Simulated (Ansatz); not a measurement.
Coupled-cluster diagnostics for the cluster Sn₂H₃ (the lowest doublet isomer of a short search), Ansatz.

Geometry of the doublet (PBE0-D4/def2-TZVP):

```xyz
5

Sn   -0.4037    1.8413   -1.0109
Sn    0.4875   -0.3396    0.4360
H    -1.7948    0.8209   -1.4207
H     1.9460   -0.4329    1.3536
H    -0.2351   -1.8897    0.6419
```

In the def2 sets Sn takes a core potential; there is no spin–orbit coupling. Correlated methods freeze 8 core orbitals; core or outer-core shells of Sn are correlated, in sets that lack core-valence functions. The structure comes from a short search, and lower isomers may exist.

Geometry of the charge 0 quartet (PBE0-D4/def2-TZVP):

| atom | x (Å) | y (Å) | z (Å) |
| --- | --- | --- | --- |
| Sn1 | -1.437 | -0.680 | -0.921 |
| Sn2 | 0.067 | 0.741 | 0.939 |
| H3 | -0.771 | -1.691 | -2.161 |
| H4 | 1.106 | 1.910 | 0.207 |
| H5 | 1.035 | -0.281 | 1.936 |

Problem. Estimate the CCSD(T) correlation energy, the shares of MP2 and (T), T1 and the reference's ⟨S²⟩ for: charge 0, doublet, own geometry in def2-TZVPP; charge 0, doublet, own geometry in def2-TZVPD; charge 0, quartet, own geometry in def2-TZVPP; charge 1, singlet, vertical in def2-TZVPP; charge -1, singlet, vertical in def2-TZVPD; and the rough time on 4 threads of Arm Neoverse V2 on a shared host.

Solution. 
```
                          state       basis  correlation (eV)  MP2 share (%)  (T) share (%)     T1  ⟨S²⟩ (pure)  wall time                  remarks
charge 0, doublet, own geometry  def2-TZVPP           -17.809           96.2            2.9  0.017  0.77 (0.75)       77 s                        –
charge 0, doublet, own geometry  def2-TZVPD           -17.631           96.0            2.9  0.017  0.77 (0.75)       68 s                        –
charge 0, quartet, own geometry  def2-TZVPP           -17.041           95.8            2.7  0.017  3.77 (3.75)       74 s                        –
    charge 1, singlet, vertical  def2-TZVPP           -17.212           96.3            2.6  0.014  0.00 (0.00)       16 s  restricted SCF unstable
   charge -1, singlet, vertical  def2-TZVPD           -18.791           96.2            3.7  0.018  0.00 (0.00)       18 s  restricted SCF unstable
```
Customary marks for T1 are 0.02 (closed shells), 0.045 (open shells) and about 0.05 (3d metals). T1 stays under 0.02 throughout.
